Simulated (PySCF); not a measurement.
Input of a response calculation (the driver script's job line, then coordinates in Å):

```
{"job": {"kind": "uv", "xc": "CAM-B3LYP", "basis": "def2-SVPD", "nstates": 8, "ntriplets": 3}, "charge": 0, "multiplicity": 1}
N     -2.245640     0.161619    -0.755988
C     -1.585994     0.505861     0.484470
C     -0.113896     0.080603     0.621979
Si     0.988831     0.720642    -0.810902
N      2.575613     0.713631    -0.155549
C     -0.007074    -1.418632     0.773796
F     -0.239683    -2.077139    -0.395009
F      1.252097    -1.785743     1.141568
H     -2.198232    -0.836524    -0.927152
H     -1.800601     0.629266    -1.537479
H     -1.636577     1.592342     0.590735
H     -2.174074     0.063264     1.298094
H      0.263131     0.495253     1.560783
H      0.644391     2.120381    -1.064186
H      0.751288    -0.091927    -2.011931
H      3.332446     1.066654    -0.717225
H      2.884085    -0.089162     0.371550
H     -0.698871    -1.844070     1.520789
```

The program printed:

```
coarse grid: 15384 points
cycle   1  E = -718.2839185288  dE =  9.379e-01  |g| = 8.118e-01  |ddm| = 6.045e+00
cycle   2  E = -718.2563797730  dE =  2.754e-02  |g| = 9.599e-01  |ddm| = 3.505e+00
cycle   3  E = -718.4144804978  dE = -1.581e-01  |g| = 6.757e-02  |ddm| = 1.595e+00
cycle   4  E = -718.4152042106  dE = -7.237e-04  |g| = 3.219e-02  |ddm| = 1.352e-01
cycle   5  E = -718.4154227971  dE = -2.186e-04  |g| = 6.923e-03  |ddm| = 1.093e-01
cycle   6  E = -718.4154333953  dE = -1.060e-05  |g| = 2.046e-03  |ddm| = 1.618e-02
cycle   7  E = -718.4154343206  dE = -9.253e-07  |g| = 5.582e-04  |ddm| = 9.136e-03
final grid: 144464 points
cycle   8  E = -718.5106494232  dE = -3.943e-05  |g| = 4.940e-03  |ddm| = 8.752e-02
cycle   9  E = -718.5106482505  dE =  1.173e-06  |g| = 5.837e-03  |ddm| = 1.965e-02
cycle  10  E = -718.5106543105  dE = -6.060e-06  |g| = 3.201e-04  |ddm| = 7.778e-03
cycle  11  E = -718.5106543269  dE = -1.643e-08  |g| = 2.055e-04  |ddm| = 9.328e-04
cycle  12  E = -718.5106543362  dE = -9.301e-09  |g| = 2.900e-05  |ddm| = 5.691e-04
cycle  13  E = -718.5106543364  dE = -2.208e-10  |g| = 1.044e-05  |ddm| = 7.855e-05
converged SCF energy = -718.5106543364

Static polarisability (au): isotropic 79.856, principal 73.052 79.250 87.266

Singlet excitations
state   eV       nm        f      main configurations
  1   6.4029    193.6   0.02412   H->L+1 0.34, H-1->L 0.27, H->L 0.25
  2   6.5269    190.0   0.01410   H-1->L 0.49, H->L+1 0.33
  3   7.2433    171.2   0.01313   H->L 0.28, H->L+2 0.22, H->L+1 0.21
  4   7.4269    166.9   0.00316   H->L+2 0.35, H->L 0.28, H->L+3 0.15
  5   7.5487    164.2   0.00623   H-1->L+1 0.28, H->L+3 0.19, H-1->L+3 0.17
  6   7.7362    160.3   0.01409   H->L+3 0.37, H-1->L+3 0.17, H->L+2 0.10
  7   7.7586    159.8   0.00875   H-1->L+2 0.37, H-1->L+1 0.27
  8   8.0638    153.8   0.01227   H->L+5 0.28, H-1->L+2 0.19, H-1->L+5 0.14

Triplet excitations (Tamm-Dancoff, eV): 6.0806 6.2109 7.1163
```

The calculation used TDDFT CAM-B3LYP/def2-SVPD, vertical, gas phase, core orbitals frozen in the response (PySCF). Isolated species at its GFN2-xTB geometry (one conformer only).

Task: Give the energy of state 4 in hartree, cm⁻¹ and kJ/mol.

Result: 0.27293 hartree, 59902 cm⁻¹, 716.6 kJ/mol.

Task: What transition dipole goes with state 1?

Result: |μ|² = 3f / (2ΔE) = 3 × 0.0241 / (2 × 0.2353) = 0.154 au, so |μ| = 1.00 D.

Task: What is the polarisability anisotropy, √(½[(α1 − α2)² + (α2 − α3)² + (α3 − α1)²])?

Result: 12.34 au.

Task: What is the gap between the lowest singlet and the lowest triplet?

Result: 6.4029 − 6.0806 = 0.3223 eV (full response against Tamm–Dancoff).

Task: Which orbital energies lie behind H and L?

Result: HOMO -8.51 eV and LUMO 1.01 eV, a gap of 9.52 eV; state 1 differs from that by -3.12 eV.

Task: Which species is it?

Result: `C(F)([C@@H]([SiH2]N)CN)F` (C3H10F2N2Si), point group C1.

The SCF starts on a coarse grid; the energy jumps when the final grid takes over, and dE counts afresh there. H and L stand for HOMO and LUMO.

Time: 2.1 min wall (grids of density and orbitals included); peak memory 1.2 GiB. Hardware: an Arm Neoverse N1 with one thread, shared host with 64 logical CPUs at a one-minute load of 49.
